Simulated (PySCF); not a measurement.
Isomers of C5H8ClF3Si, mass 188.004 u with the commonest isotopes. Method used: PBE0/pcSseg-1 in PySCF (dipole) on a GFN2-xTB geometry, gas phase. One conformer each, none proved a minimum here; rigid rotors.

Task: Order these by out-of-plane moment Σ m c² = (Ia + Ib − Ic)/2, largest first.
A. `[CH3:1]/[CH:2]=[C:3](/[CH2:4][Cl:5])[SiH2:6][C:7]([F:8])([F:9])[F:10]` with C2–C3–C4–Cl5 113°, C2–C3–Si6–C7 72°
B. `[F:1][C:2]([F:3])([F:4])[C@@H:5]([Cl:6])[C@@H:7]1[CH2:8][CH2:9][SiH2:10]1` with C2–C5–C7–C8 175°, C5–C7–C8–C9 -136°, C7–C8–C9–Si10 14°, C8–C9–Si10–C7 -11°, C5–C7–Si10–C9 131°
C. `[F:1][C:2]([F:3])([F:4])[Si@@H:5]1[CH2:6][CH2:7][C@@H:8]([Cl:9])[CH2:10]1` with C2–Si5–C6–C7 -112°, Si5–C6–C7–C8 -28°, C6–C7–C8–Cl9 -66°, C7–C8–C10–Si5 -45°
D. `[F:1][C:2]([F:3])([F:4])[C@@H:5]([Cl:6])[C@H:7]1[CH2:8][CH2:9][SiH2:10]1` with C2–C5–C7–C8 178°
E. `[F:1][SiH2:2][C@:3]1([CH:4]([F:5])[F:6])[CH2:7][C@@H:8]([Cl:9])[CH2:10]1` with F1–Si2–C3–C4 173°, Si2–C3–C4–F5 170°, Si2–C3–C7–C8 -101°, C3–C7–C8–Cl9 -134°, C7–C8–C10–C3 14°, Si2–C3–C10–C8 102°

Result: D (119.12 u·Å²), C (103.67 u·Å²), A (88.12 u·Å²), B (55.82 u·Å²), E (53.16 u·Å²).

Task: Order these by rotational constant B, largest first.
A. `[CH3:1]/[CH:2]=[C:3](/[CH2:4][Cl:5])[SiH2:6][C:7]([F:8])([F:9])[F:10]` with C2–C3–C4–Cl5 113°, C2–C3–Si6–C7 72°
B. `[F:1][SiH2:2][C@:3]1([CH:4]([F:5])[F:6])[CH2:7][C@@H:8]([Cl:9])[CH2:10]1` with F1–Si2–C3–C4 173°, Si2–C3–C4–F5 170°, Si2–C3–C7–C8 -101°, C3–C7–C8–Cl9 -134°, C7–C8–C10–C3 14°, Si2–C3–C10–C8 102°
C. `[F:1][C:2]([F:3])([F:4])[Si@@H:5]1[CH2:6][CH2:7][C@@H:8]([Cl:9])[CH2:10]1` with C2–Si5–C6–C7 -112°, Si5–C6–C7–C8 -28°, C6–C7–C8–Cl9 -66°, C7–C8–C10–Si5 -45°
D. `[F:1][C:2]([F:3])([F:4])[C@@H:5]([Cl:6])[C@@H:7]1[CH2:8][CH2:9][SiH2:10]1` with C2–C5–C7–C8 175°, C5–C7–C8–C9 -136°, C7–C8–C9–Si10 14°, C8–C9–Si10–C7 -11°, C5–C7–Si10–C9 131°

Result: D (756.3 MHz), B (740.7 MHz), A (561.8 MHz), C (521.2 MHz).

Task: Order these by rotational constant A, largest first.
A. `[F:1][C:2]([F:3])([F:4])[Si@@H:5]1[CH2:6][CH2:7][C@@H:8]([Cl:9])[CH2:10]1` with C2–Si5–C6–C7 -112°, Si5–C6–C7–C8 -28°, C6–C7–C8–Cl9 -66°, C7–C8–C10–Si5 -45°
B. `[F:1][SiH2:2][C@:3]1([CH:4]([F:5])[F:6])[CH2:7][C@@H:8]([Cl:9])[CH2:10]1` with F1–Si2–C3–C4 173°, Si2–C3–C4–F5 170°, Si2–C3–C7–C8 -101°, C3–C7–C8–Cl9 -134°, C7–C8–C10–C3 14°, Si2–C3–C10–C8 102°
C. `[F:1][C:2]([F:3])([F:4])[C@@H:5]([Cl:6])[C@@H:7]1[CH2:8][CH2:9][SiH2:10]1` with C2–C5–C7–C8 175°, C5–C7–C8–C9 -136°, C7–C8–C9–Si10 14°, C8–C9–Si10–C7 -11°, C5–C7–Si10–C9 131°
D. `[F:1][C:2]([F:3])([F:4])[C@@H:5]([Cl:6])[C@H:7]1[CH2:8][CH2:9][SiH2:10]1` with C2–C5–C7–C8 178°

Result: A (2100 MHz), D (1567 MHz), C (1389 MHz), B (1148 MHz).

```csv
SMILES,point group,Ia (u·Å²),Ib (u·Å²),Ic (u·Å²),κ,μa (D),μb (D),μc (D)
FC(F)(F)[C@@H](Cl)[C@@H]1CC[SiH2]1,C1,363.89,668.21,920.46,-0.51,3.01,0.06,0.54
F[SiH2][C@]1(C(F)F)C[C@@H](Cl)C1,C1,440.35,682.33,1016.36,-0.25,2.12,0.67,1.11
FC(F)(F)[Si@@H]1CC[C@@H](Cl)C1,C1,240.63,969.64,1002.93,-0.98,1.70,0.89,1.04
C/C=C(/CCl)[SiH2]C(F)(F)F,C1,365.07,899.56,1088.39,-0.79,1.28,2.16,0.27
FC(F)(F)[C@@H](Cl)[C@H]1CC[SiH2]1,C1,322.51,693.08,777.36,-0.83,1.94,0.44,1.40
```
